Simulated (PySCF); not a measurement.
# Frontier levels across methods

C2H6BFN2.
Z-matrix (Å and degrees, PBE0-D3(BJ)/def2-SVP geometry), rows numbered from 1:
```
C 
N   1  1.2621
C   2  1.4381  1  119.35
B   3  1.5858  2  111.68  1   127.16
N   4  1.3896  3  121.32  2     7.66
F   4  1.3435  3  118.44  2  -173.48
H   1  1.0997  2  119.71  3  -178.97
H   1  1.1094  2  123.30  3     1.34
H   3  1.1073  2  108.38  1  -117.31
H   3  1.1113  2  113.85  1     0.70
H   5  1.0124  4  119.38  3     1.14
H   5  1.0105  4  124.26  3   177.62
```

Basis pcSseg-2 throughout (PySCF), one geometry. Geometry: PBE0-D3(BJ)/def2-SVP, one conformer, isolated molecule.

Question: How do the orbital energies, the gap and the dipole change with the method?

Answer: 
```json
{"method": "BLYP", "kind": "GGA", "HOMO (eV)": "-5.90", "LUMO (eV)": "-1.45", "gap (eV)": "4.45", "μ (D)": "1.42", "SCF cycles": "16"}
{"method": "OPBE", "kind": "GGA", "HOMO (eV)": "-5.93", "LUMO (eV)": "-1.43", "gap (eV)": "4.49", "μ (D)": "1.39", "SCF cycles": "16"}
{"method": "PBE", "kind": "GGA", "HOMO (eV)": "-5.99", "LUMO (eV)": "-1.57", "gap (eV)": "4.42", "μ (D)": "1.41", "SCF cycles": "15"}
{"method": "B97-D", "kind": "GGA", "HOMO (eV)": "-6.01", "LUMO (eV)": "-1.47", "gap (eV)": "4.54", "μ (D)": "1.41", "SCF cycles": "16"}
{"method": "LDA", "kind": "LDA", "HOMO (eV)": "-6.08", "LUMO (eV)": "-1.81", "gap (eV)": "4.27", "μ (D)": "1.43", "SCF cycles": "14"}
{"method": "BP86", "kind": "GGA", "HOMO (eV)": "-6.09", "LUMO (eV)": "-1.63", "gap (eV)": "4.46", "μ (D)": "1.40", "SCF cycles": "15"}
{"method": "KT2", "kind": "GGA", "HOMO (eV)": "-6.18", "LUMO (eV)": "-1.51", "gap (eV)": "4.66", "μ (D)": "1.45", "SCF cycles": "16"}
{"method": "KT3", "kind": "GGA", "HOMO (eV)": "-6.18", "LUMO (eV)": "-1.50", "gap (eV)": "4.68", "μ (D)": "1.45", "SCF cycles": "16"}
{"method": "B97-2", "kind": "global hybrid", "HOMO (eV)": "-7.20", "LUMO (eV)": "-0.53", "gap (eV)": "6.67", "μ (D)": "1.52", "SCF cycles": "14"}
{"method": "B3LYP", "kind": "global hybrid", "HOMO (eV)": "-7.25", "LUMO (eV)": "-0.74", "gap (eV)": "6.51", "μ (D)": "1.52", "SCF cycles": "14"}
{"method": "PBE0", "kind": "global hybrid", "HOMO (eV)": "-7.47", "LUMO (eV)": "-0.47", "gap (eV)": "6.99", "μ (D)": "1.53", "SCF cycles": "14"}
{"method": "mPW1PW91", "kind": "global hybrid", "HOMO (eV)": "-7.50", "LUMO (eV)": "-0.48", "gap (eV)": "7.02", "μ (D)": "1.53", "SCF cycles": "14"}
{"method": "CAM-B3LYP", "kind": "range-separated hybrid", "HOMO (eV)": "-8.91", "LUMO (eV)": "0.67", "gap (eV)": "9.58", "μ (D)": "1.58", "SCF cycles": "14"}
{"method": "BHandHLYP", "kind": "global hybrid", "HOMO (eV)": "-8.91", "LUMO (eV)": "0.66", "gap (eV)": "9.57", "μ (D)": "1.65", "SCF cycles": "13"}
{"method": "wB97X-D", "kind": "range-separated hybrid", "HOMO (eV)": "-9.37", "LUMO (eV)": "1.39", "gap (eV)": "10.76", "μ (D)": "1.53", "SCF cycles": "14"}
{"method": "LC-wPBE", "kind": "range-separated hybrid", "HOMO (eV)": "-10.23", "LUMO (eV)": "1.90", "gap (eV)": "12.13", "μ (D)": "1.59", "SCF cycles": "14"}
{"method": "HF", "kind": "Hartree–Fock", "HOMO (eV)": "-11.12", "LUMO (eV)": "2.76", "gap (eV)": "13.88", "μ (D)": "1.80", "SCF cycles": "11"}
```

The HOMO spans 5.22 eV, from BLYP down to HF, and the gap runs from 4.27 eV (LDA) to 13.88 eV (HF). Over the methods BLYP (0 %), OPBE (0 %), PBE (0 %), B97-D (0 %), LDA (0 %), BP86 (0 %), KT2 (0 %), KT3 (0 %), B97-2 (21 %), B3LYP (20 %), PBE0 (25 %), mPW1PW91 (25 %), BHandHLYP (50 %), HF (100 %), a straight line through the gap against the share of exact exchange rises by 0.95 eV for each 10 % (correlation coefficient 0.999). The dipole ranges from 1.39 D (OPBE) to 1.80 D (HF). This basis has no diffuse functions.
